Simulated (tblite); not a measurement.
C₄H₁₃N₂PSi₂.
SMILES with atom numbers: `[CH3:1][C:2]#[C:3][Si@:4]([NH2:5])([PH2:6])[SiH2:7][NH:8][CH3:9]` (hydrogens: H10, H11, H12 on C1; H13, H14 on N5; H15, H16 on P6; H17, H18 on Si7; H19 on N8; H20, H21, H22 on C9)

Computed geometry: GFN2-xTB, gas phase.

Question: What internal coordinates does the optimisation give?

Answer: 
```csv
bond,length (pm),order
C1–C2,144.7,single
C2≡C3,120.7,triple
C3–Si4,186.5,single
Si4–N5,173.3,single
Si4–P6,227.0,single
Si4–Si7,231.5,single
Si7–N8,172.0,single
N8–C9,144.4,single
"C1–H10, C1–H11, C1–H12",109.0,single
"N5–H13, N5–H14",100.7,single
"P6–H15, P6–H16",138.2,single
Si7–H17,146.6,single
Si7–H18,148.0,single
N8–H19,100.9,single
"C9–H20, C9–H21, C9–H22",109.3,single
```

Bonds in one row agree within 1 pm and their mean is given. Orders are formal, as drawn. A selection of angles:
```csv
angle,degrees
C1–C2–C3,179.1
C2–C3–Si4,177.2
C3–Si4–N5,113.3
C3–Si4–P6,107.2
C3–Si4–Si7,108.7
N5–Si4–P6,101.3
N5–Si4–Si7,108.3
P6–Si4–Si7,118.0
Si4–Si7–N8,108.8
Si7–N8–C9,124.0
H13–N5–Si4,119.1
H14–N5–Si4,119.6
H19–N8–Si7,117.4
H19–N8–C9,111.3
```

Dihedral angles: C3–Si4–Si7–N8 129° (anticlinal); Si4–Si7–N8–C9 50° (synclinal).

N5 (silicon-bound nitrogen) has angles 119.6°, 119.1° and 110.0°, sum 348.7°, 0.23 Å off the plane of its three neighbours. P6 (three-coordinate phosphorus) is pyramidal (angles 95.1°, 93.9° and 92.1°, sum 281.0°, 0.84 Å off the plane of its three neighbours). The 2 C–C bonds span 1.207 Å (C2≡C3, drawn triple) to 1.447 Å (C1–C2, drawn single), a spread of 0.240 Å. N8 (silicon-bound nitrogen) has angles 124.0°, 117.4° and 111.3°, sum 352.7°, 0.21 Å off the plane of its three neighbours. Si7 (SiH2 silicon) is distorted tetrahedral (angles from 102.4° to 115.0°). Of the pairs four or more bonds apart, Si4···H21 is among the closest relative to their van der Waals radii: 3.04 Å, 92 % of the sum of Bondi's values. Si4 (four-coordinate silicon) is distorted tetrahedral (angles from 101.3° to 118.0°).

Point group: C1 (no symmetry element, even within 0.4 Å). GFN2-xTB frequencies show an imaginary mode (26i cm⁻¹), so the point is no minimum at that level. Torsions: C3–Si4–N5–H 66° and -74°, C3–Si4–P6–H 14° and -79°, C3–Si4–Si7–N8 129°, Si4–Si7–N8–C9 50°. 3 starts were optimised and ended at 0.00, 0.35 and 0.74 kcal/mol (GFN2-xTB); the lowest of these is shown.
